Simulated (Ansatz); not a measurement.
H6OSSi2, SMILES `O[SiH2]S[SiH3]`, relaxed with RKS PBE0-D4/def2-TZVP in Ansatz from a PBE-D4/def2-SVP geometry. The force threshold is 0.005 eV/Å; the program also tests the step.

Charge 0, multiplicity 1.

Start:

```xyz
10

O     2.272    0.198   -0.902
Si    0.768    0.936   -0.867
S    -0.085    1.100    1.122
Si   -1.298   -0.691    1.071
H     2.302   -0.722   -0.587
H    -0.234    0.200   -1.721
H     1.011    2.326   -1.357
H    -0.497   -1.868    0.575
H    -2.501   -0.531    0.183
H    -1.738   -0.948    2.482
```

```csv
step,energy (eV),largest force (eV/Å),largest move (Å)
1,-28727.2349,0.703,0.000
2,-28727.2847,0.441,0.072
3,-28727.2921,0.155,0.018
4,-28727.2933,0.051,0.014
5,-28727.2941,0.049,0.041
6,-28727.2943,0.011,0.017
7,-28727.2943,0.004,0.007
8,-28727.2944,0.006,0.008
9,-28727.2944,0.008,0.006
10,-28727.2944,0.005,0.006
```

End:

```xyz
10

O     2.205    0.174   -0.904
Si    0.746    0.921   -0.857
S    -0.054    1.077    1.119
Si   -1.267   -0.680    1.045
H     2.281   -0.692   -0.499
H    -0.258    0.195   -1.680
H     0.985    2.286   -1.365
H    -0.483   -1.837    0.534
H    -2.452   -0.488    0.173
H    -1.702   -0.955    2.435
```

Hardware: 2 threads of a server CPU on a shared host. Wall time 85 s, peak host memory 0.47 GiB.
